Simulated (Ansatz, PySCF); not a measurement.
C₂H₄ClFOSi, SMILES C[Si@@](F)(Cl)C=O. Atoms are numbered in the order given.

```xyz
10

C     -1.4016    -1.0289     0.9935
Si    -0.3338    -0.1443    -0.2206
F     -0.9606    -0.2157    -1.7187
Cl    -0.1091     1.8458     0.2423
C      1.4182    -0.9089    -0.2791
O      1.6802    -1.8306     0.4612
H     -1.5001    -2.0866     0.7036
H     -2.4031    -0.5762     1.0469
H     -0.9396    -0.9898     1.9919
H      2.1995    -0.5001    -0.9751
```

Coordinates come from a ωB97X-D3(BJ)/def2-SVP optimisation. The structure was generated by enumeration; whether it is a known compound was not checked. The values are those of a single conformer.

Two levels are set side by side: PBE-D3(BJ)/def2-SVP (Ansatz, an electronic-structure program) and ωB97X-D3(BJ)/def2-SVP (PySCF). Each level has its own optimised geometry; the coordinates shown are those of the second. Frequencies come from the Hessian of PySCF at each geometry. Differences are taken from unrounded values.

| quantity | ωB97X-D3(BJ) | PBE-D3(BJ) | PBE-D3(BJ) minus ωB97X-D3(BJ) |
|---|---|---|---|
| mean bond length (Å) | 1.453 | 1.465 | 0.013 |
| bond C1–Si2 (Å) | 1.843 | 1.857 | 0.014 |
| bond Si2–F3 (Å) | 1.626 | 1.640 | 0.014 |
| bond Si2–Cl4 (Å) | 2.056 | 2.078 | 0.022 |
| bond Si2–C5 (Å) | 1.912 | 1.932 | 0.019 |
| bond C5–O6 (Å) | 1.211 | 1.220 | 0.009 |
| bond C1–H7 (Å) | 1.101 | 1.109 | 0.008 |
| bond C1–H8 (Å) | 1.100 | 1.107 | 0.007 |
| bond C1–H9 (Å) | 1.101 | 1.108 | 0.008 |
| bond C5–H10 (Å) | 1.123 | 1.137 | 0.014 |
| highest harmonic wavenumber (cm⁻¹) | 3193 | 3103 | -90 |
| mean harmonic wavenumber (cm⁻¹) | 1112 | 1064 | -49 |
| zero-point energy (kcal/mol) | 38.16 | 36.50 | -1.67 |

GGA bonds tend to be longer and softer than those of functionals with exact exchange. Differences between two approximate levels are no errors against the true value.
